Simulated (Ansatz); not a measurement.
Basis-set series for C2H6GeSe, SMILES `C=C[Se][GeH3]`. Total charge 0; spin multiplicity 1. The structure was optimised at the PBE0-D4/def2-TZVP level. It is one conformer, not always the lowest.

```
functional       basis  functions  energy (Eh)  HOMO (eV)  LUMO (eV)
   PBE0-D4    def2-SVP        122  -4557.11054      -6.37      -0.23
   PBE0-D4  def2-QZVPP        472  -4557.85442      -6.47      -0.52
   ωB97M-V    def2-SVP        122  -4557.44391      -8.44       1.81
   ωB97M-V  def2-QZVPP        472  -4558.18881      -8.56       1.16
```

Problem. Give the rows for def2-TZVPP. (An estimate is asked.)

Solution. The calculation gave: 
```
functional       basis  functions  energy (Eh)  HOMO (eV)  LUMO (eV)
   PBE0-D4  def2-TZVPP        242  -4557.75448      -6.46      -0.42
   ωB97M-V  def2-TZVPP        242  -4558.09157      -8.55       1.49
```

Positive LUMOs are unbound and depend on the basis. Scalar relativity is left out up to krypton.

Computed with Ansatz.
